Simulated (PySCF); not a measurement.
An unknown is described by computed data only.

Elements present: C, H, N and Si. Monoisotopic mass: 132.1083 u.

| Property | Result |
| --- | --- |
| Polarisability | 105.9 au [CAM-B3LYP/def2-SVPD] |
| 13C NMR | chemical shifts (computed TMS as zero) by class: 38.5 (1 C), 34.2 (2 C), 32.7 (1 C), 14.7 (1 C) ppm [GIAO HF/pcSseg-1] |
| Triplet | lowest triplet excitation (Tamm–Dancoff): 5.78 eV [TDA CAM-B3LYP/def2-SVPD] |
| Dipole | 0.80 D [CAM-B3LYP/def2-SVPD] |
| UV, strongest line | among the 10 lowest singlet transitions: S4 at 6.57 eV (189 nm, f = 0.049) [TDDFT CAM-B3LYP/def2-SVPD] |
| Rotational structure | rotational constants A, B, C: 2.503, 0.982, 0.903 GHz [PBE0-D3(BJ)/def2-SVP] |

Electronic properties: PySCF, gas phase, density fitting. Levels stand in brackets. The structure is a single PBE0-D3(BJ)/def2-SVP conformer in the gas phase; no vibrational or solvent corrections. Each NMR value is the plain mean over a class of atoms that symmetry, rotation or inversion makes alike.

Question: Which formula fits the mass and the elements?

Answer: C5H16N2Si (calculated 132.1083). No other formula that holds each of these elements comes within 0.0003 u with a fitting electron parity and a possible valence count.

Question: What is the compound? Reason from the data.

Answer: Numbering: `[CH3:1][CH2:2][N:3]([CH3:4])[SiH2:5][N:6]([CH3:7])[CH3:8]`. Its formula, C5H16N2Si, gives 0 degrees of unsaturation, so no ring and no π bond. 5 carbons fall into 4 classes; from least to most shielded: sp3 carbon bound to nitrogen [C2] (38.5 ppm), N-methyl carbon [C7/C8] (34.2 ppm, 2 C, up to 2.5 ppm apart in this geometry), N-methyl carbon [C4] (32.7 ppm), methyl carbon [C1] (14.7 ppm). The optimised geometry has point group C1 and is an asymmetric top. Structure: `CCN(C)[SiH2]N(C)C`. The assignments are read from this structure; whether some other isomer fits the data as well wasn't checked.

Shape of the structure used: `[CH3:1][CH2:2][N:3]([CH3:4])[SiH2:5][N:6]([CH3:7])[CH3:8]`: C1–C2–N3–C4 -71°, C2–N3–Si5–N6 51°, N3–Si5–N6–C7 51°.
